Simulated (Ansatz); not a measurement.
Basis-set series for `[OH][Zr]([OH])([SH])[SH]`. The species carries charge 0 and has multiplicity 1. Zr takes the def2 core potential. Geometry: relaxed with PBE0-D4/def2-TZVP. It is one conformer, not always the lowest.

| functional | basis | functions | energy (Eh) | HOMO (eV) | LUMO (eV) |
| --- | --- | --- | --- | --- | --- |
| PBE0-D4 | def2-SVP | 115 | -995.71397 | -6.98 | -0.95 |
| PBE0-D4 | def2-QZVPP | 455 | -996.22374 | -7.12 | -1.17 |
| ωB97M-V | def2-SVP | 115 | -995.98111 | -9.04 | 0.77 |
| ωB97M-V | def2-QZVPP | 455 | -996.49165 | -9.24 | 0.30 |

Give the rows for def2-TZVPP. (Best estimate.)

The calculation gave: 
```csv
functional,basis,functions,energy (Eh),HOMO (eV),LUMO (eV)
PBE0-D4,def2-TZVPP,258,-996.18786,-7.09,-1.13
ωB97M-V,def2-TZVPP,258,-996.45741,-9.20,0.53
```

Positive LUMOs are unbound and depend on the basis.

Computed with Ansatz.
